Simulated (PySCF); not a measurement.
Input for PySCF: R-MP2/6-31G* on H6 ring, a point of a bond scan (R = 0.800 Å).

```python
from pyscf import gto, scf, dft, mp
from pyscf.data.elements import chemcore

mol = gto.M(
    atom='''
    H     0.80000000    0.00000000    0.00000000
    H     0.40000000    0.69282032    0.00000000
    H    -0.40000000    0.69282032    0.00000000
    H    -0.80000000    0.00000000    0.00000000
    H    -0.40000000   -0.69282032    0.00000000
    H     0.40000000   -0.69282032    0.00000000
    ''',
    basis='6-31g*',
    cart=True,
    charge=0, spin=0, verbose=3, max_memory=1800)
mf = scf.RHF(mol)
mf.conv_tol = 1e-8
mf.max_cycle = 100
mf.kernel()
if not mf.converged:
    mf = mf.newton().run(mf.mo_coeff, mf.mo_occ)
pt = mp.MP2(mf, frozen=chemcore(mol)).run()
```

It printed:

```
converged SCF energy = -3.14862619475702
E(RMP2) = -3.21371506571578  E_corr = -0.0650888709587568
E(SCS-RMP2) = -3.2172334357192  E_corr = -0.0686072409621803
```

The calculation finished and met its thresholds.

Cost: around 0.12 core-seconds (rough).
